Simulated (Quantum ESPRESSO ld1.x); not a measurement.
Values are calculated unless marked as measured or tabulated.
One sound ld1.x (Quantum ESPRESSO 7.5) input for the lead ion Pb+ gives E = -20870.451 hartree in 27 iterations:

```
 &input
    zed=82.0,
    iswitch=1,
    rel=1,
    dft='PZ',
    config='[Hg] 6p1',
    prefix='ld1',
    max_out_wfc=37,
    file_charge='ld1.rho',
 /
```

Changed or added lines, one case at a time, and what came of them:

- dft='HF': refused. The program stops in ld1_setup with "HF not implemented yet": ld1.x has no Hartree-Fock; KLI and OEP are its exact-exchange options.
- config='[Hg] 6p1 7d-1': harmless. A negative occupation marks a state as unused; the result equals that of the sound run.
- lsd=1 dft='BLYP': silently wrong. The run ends normally, but in this build (ld1.x 7.5) Etot and Exc of a spin-polarised run lack the gradient corrections of exchange and correlation and come out near their LSDA values (nitrogen, PBE: -54.132 hartree against -54.536 from two other codes). The eigenvalues and orbitals are those of the GGA; the energies must not be used.
- rmax=1.0: not converged. The mesh cuts the orbital tails; the cycle ends with warnings and the numbers are not to be used.
- config='[Yb] 6p1': refused. The program stops in el_config with "wrong core: Yb": the cores known are He, Ne, Ar, Kr, Xe, Hg and Rn.
- lsd=2: refused. The program stops in ld1_readin with "lsd not correct": lsd takes 0 or 1.
- config='[Hg] 6p1 1s1': refused. The program stops in el_config with "wavefunction 1S found too many times": the bracketed core already holds 1s.
